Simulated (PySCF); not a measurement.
# Assigning NMR signals

Structure with atom numbers: `[CH2:1]=[CH:2][Si@H:3]([NH2:4])[CH:5]1[CH:6]=[CH:7]1`. Each H is labelled by its parent atom. Ha(C1) is cis to Si3; Hb(C1) is trans to Si3.

No solvent model, averaged over atoms made equivalent by symmetry, fast rotation or ring inversion, relativity neglected, a single conformation. GFN2-xTB structure; NMR shieldings at PBE0/pcSseg-1/GIAO; PySCF 2.14.0 with density-fitted response routines.

References, each an isolated molecule treated in the same way: ¹³C, ¹H against TMS.

Question: Assign these signals to the numbered atoms. ¹³C{¹H} NMR (computed): δ 144.1 (CH), 141.3 (CH2), 119.9 (CH), 117.6 (CH), 7.0 (CH).

Answer: 
| δ (ppm) | atoms | environment | reason |
| --- | --- | --- | --- |
| 144.1 | C2 | alkene CH | as expected for a trigonal carbon in a double bond |
| 141.3 | C1 | terminal =CH2 carbon | as expected for a trigonal carbon in a double bond |
| 119.9 | C7 | alkene CH | as expected for a trigonal carbon in a double bond |
| 117.6 | C6 | alkene CH | – |
| 7.0 | C5 | three-membered-ring carbon | carbons of three-membered rings are unusually shielded |

Question: Assign these signals to the numbered atoms. ¹H NMR (300 MHz, computed): δ 7.38 (m, 1H), 7.16 (m, 1H), 6.40 (m, 1H), 6.24 (m, 1H), 5.94 (m, 1H), 5.37 (m, 1H), 0.80 (m, 1H), 0.16 (br s, 2H).

Answer: 
7.38 → H(C7), hydrogen on an alkene CH: olefinic region
7.16 → H(C6), hydrogen on an alkene CH
6.40 → Hb(C1), hydrogen on a terminal =CH2 carbon: olefinic region
6.24 → Ha(C1), hydrogen on a terminal =CH2 carbon
5.94 → H(C2), hydrogen on an alkene CH: olefinic region
5.37 → H(Si3), hydrogen on a silicon bonded to 2 C, N
0.80 → H(C5), hydrogen on a three-membered-ring carbon: cyclopropane-type protons are shielded by the ring
0.16 → H(N4), hydrogen on a nitrogen bonded to Si: labile proton, position sensitive to the medium

OH/NH shifts are gas-phase values; hydrogen bonding in solution moves them, usually downfield. Shifts are as computed. Against solution values, carbons near 30 ppm lie about +3 ppm off and those near 130 ppm about +5 ppm. Of 1211 compounds with measured shifts, 218 miss one by over three times the rms of a fit or turn the order of signals round; such compounds aren't used in these exercises. No couplings were computed; multiplicities are counted from neighbouring protons, with m where these are inequivalent, close in shift, in a saturated or five-membered ring or joined by F or P, and br s for small geminal =CH2 splittings.
